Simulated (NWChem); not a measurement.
System: CH6F2Si2; SMILES FC(F)[SiH2][SiH3]

NWChem input:

```
start job
memory heap 200 mb stack 900 mb global 1100 mb
geometry units angstroms noautoz
  F     -0.331454     1.391318    -1.418590
  C      0.256466     1.427297    -0.172051
  F     -0.742704     1.640171     0.753769
  Si     1.073631    -0.283006     0.178558
  Si    -0.601448    -1.923353     0.048980
  H      0.916409     2.303747    -0.147517
  H      1.698217    -0.224086     1.529120
  H      2.145735    -0.494513    -0.833103
  H     -1.212881    -1.928072    -1.305886
  H     -0.014955    -3.266324     0.314202
  H     -1.660985    -1.657120     1.056966
end
basis spherical
  * library 6-31g*
end
dft
  xc b3lyp
  iterations 150
  mulliken
end
task dft energy
```

The geometry was optimised at B3LYP/6-31G* (spherical d).

### Question
What results follow from this input? (B3LYP/6-31G* (spherical d).) Quantities: energy (Ha); highest occupied level (eV); orbital gap (eV); dipole (D).

### Answer
energy (Ha): -820.36
highest occupied level (eV): -8.00
orbital gap (eV): 8.04
dipole (D): 1.53
